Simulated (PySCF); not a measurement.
Electron correlation in F⁺ (fluorine, charge +1)

[He] 2s1 2p4 3d1, one real determinant (an excited configuration). Computed with PySCF 2.14 in x2c-TZVPPall with one added diffuse shell each of s, p, d type (6s4p3d1f, 40 functions), with the spin-free X2C one-electron Hamiltonian (Gaussian nucleus). Frozen: nothing; 8 electrons correlated.

MP2 pair energies summed by pair of shells (mhartree):

```json
{"pair": "2p-2p", "energy": "-81.92", "share (%)": "68.3"}
{"pair": "2s-2p", "energy": "-13.50", "share (%)": "11.3"}
{"pair": "1s-1s", "energy": "-12.71", "share (%)": "10.6"}
{"pair": "2p-3d", "energy": "-5.22", "share (%)": "4.3"}
{"pair": "1s-2p", "energy": "-4.90", "share (%)": "4.1"}
{"pair": "1s-2s", "energy": "-1.24", "share (%)": "1.0"}
{"pair": "2s-3d", "energy": "-0.48", "share (%)": "0.4"}
{"pair": "1s-3d", "energy": "-0.02", "share (%)": "0.0"}
```

Total MP2 correlation energy: -119.99 mhartree.

Same-spin part -33.97 and opposite-spin part -86.02 mhartree; SCS-MP2 scales them by 1/3 and 6/5 to -114.55 mhartree.

The reference is one real determinant that mixes LS terms of this configuration.

This basis was not built for core-valence correlation, so the inner-shell part is incomplete.
